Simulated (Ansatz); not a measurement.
Reaction (SMILES): C[SiH-]F -> [CH2-][SiH2]F
Each molecule is optimised on its own at B3LYP-D3(BJ)/def2-TZVP (Ansatz, a quantum-chemistry and plane-wave program), one conformer each, not searched for the lowest. Frequencies are from Ansatz.

Property: isomerisation energy (enthalpy at 298 K, with B3LYP-D3(BJ) rigid-rotor harmonic-oscillator terms), in kJ/mol. Cores are frozen in the correlated levels unless marked. Spin-orbit coupling is left out. No relativistic terms. Anions need diffuse functions: aug- sets have them; def2-D sets add few; the other sets have none. Basis-set limits of correlation are two-point, X^-3; Hartree-Fock from the larger set. [CCSD(T)-MP2]/basis is that difference in the basis named.

```csv
level,program,isomerisation energy (kJ/mol)
HF/STO-3G,Ansatz,161.4
HF/cc-pV(Q+d)Z,Ansatz,5.1
```

Question: Estimate the value at RI-MP2/CBS(aug-cc-pV(T+d)Z,aug-cc-pV(Q+d)Z)+[CCSD(T)-MP2]/aug-cc-pV(T+d)Z as computed with Ansatz.

Answer: -1.1 kJ/mol
